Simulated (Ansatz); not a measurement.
Cost and result for the atomization energy of C2H6Cl4Ga2O2, SMILES `C[O+]1[Ga-]([Cl])([Cl])[O+](C)[Ga-]1([Cl])[Cl]` (16 atoms, 16 bonds).

Z-matrix (Å, degrees):
```
Ga
O 1 1.911
Cl 1 2.131 2 115.3
Ga 1 2.909 2 40.5 3 107.5
Cl 1 2.131 2 109.5 3 -138.9
O 1 1.911 2 80.9 3 107.4
C 2 1.426 1 126.5 3 102.2
Cl 4 2.131 1 119.9 2 85.3
Cl 4 2.131 1 120.1 2 -94.7
C 6 1.426 1 126.5 2 -150.3
H 7 1.091 2 109.7 1 11.7
H 7 1.091 2 109.7 1 130.9
H 7 1.091 2 109.2 1 -108.7
H 10 1.091 6 109.7 1 12.0
H 10 1.091 6 109.7 1 131.2
H 10 1.091 6 109.2 1 -108.4
```

The species carries charge 0 and has multiplicity 1. Correlated methods include outer-core shells of Ga, which these sets cover unevenly. Scalar relativity is left out up to krypton. The geometry is a stationary point of PBE0-D4/def2-TZVP. Program: Ansatz. All runs use 6 threads of an AMD EPYC 7R13 on a shared host and a share of an NVIDIA H100 80 GB. Times are those of one run each, without the atoms' runs, and a repeat can differ threefold. Electronic energies, without spin–orbit coupling; frozen cores. CCSD(T)/CBS adds CCSD(T) − MP2 in def2-TZVPP to the MP2 limit, and its time is that of the two runs behind it. T1 = 0.011. With those shells the extrapolation isn't a true limit. B3LYP takes the VWN-RPA correlation (the form of Gaussian; ORCA's B3LYP/G). HSE06 is the plane-wave form, built on full-range PBE exchange.

CCSD(T)/CBS is a level of theory with its own doubt, some kJ/mol a heavy atom from the limit and from the frozen cores, so smaller differences don't rank the functionals.

```tsv
level	functions	wall time	atomization (kcal/mol)	difference from CCSD(T)/CBS	per bond
PBE-D4/def2-TZVPP (with forces)	472	3.9 s	1385.3	11.0	0.7
PBE0-D4/def2-TZVPP	472	7 s	1367.0	-7.3	-0.5
HSE06-D4/def2-TZVPP	472	7 s	1367.9	-6.4	-0.4
B3LYP-D4/def2-TZVPP (with forces)	472	7.5 s	1349.2	-25.1	-1.6
CCSD(T)/def2-SVP	222	7.5 s	1308.6	-65.7	-4.1
r2SCAN-D4/def2-TZVPP (with forces)	472	8 s	1378.5	4.2	0.3
BHLYP-D4/def2-TZVPP	472	8 s	1320.4	-53.9	-3.4
ωB97M-V/def2-TZVPP (with forces)	472	11 s	1369.1	-5.2	-0.3
CAM-B3LYP-D4/def2-TZVPP	472	11 s	1362.9	-11.4	-0.7
r2SCANh-D4/def2-TZVPP	472	14 s	1369.3	-5.0	-0.3
MP2/def2-QZVPP	866	14 s	1403.5	29.2	1.8
CCSD(T)/def2-TZVPP	472	40 s	1345.4	-28.9	-1.8
CCSD(T)/CBS(def2)	–	54 s	1374.3	0.0	0.0
```

In def2-TZVPP, CCSD(T) changes the Hartree–Fock value by +342.8 kcal/mol (the triples alone add +24.9 kcal/mol) and MP2 by +384.2 kcal/mol; breaking electron pairs costs correlation energy, which Hartree–Fock lacks. From PBE to PBE0 (25 % exact exchange), in def2-TZVPP and without D4, the atomization energy moves by −16.4 kcal/mol: exact exchange takes away binding that semilocal exchange gives to molecules. The D4 term adds +26.7 kcal/mol with B3LYP and +14.7 kcal/mol with PBE0; it sums over pairs of atoms, weighted by their polarisabilities, and B3LYP, whose exchange is more repulsive, gets the larger term.
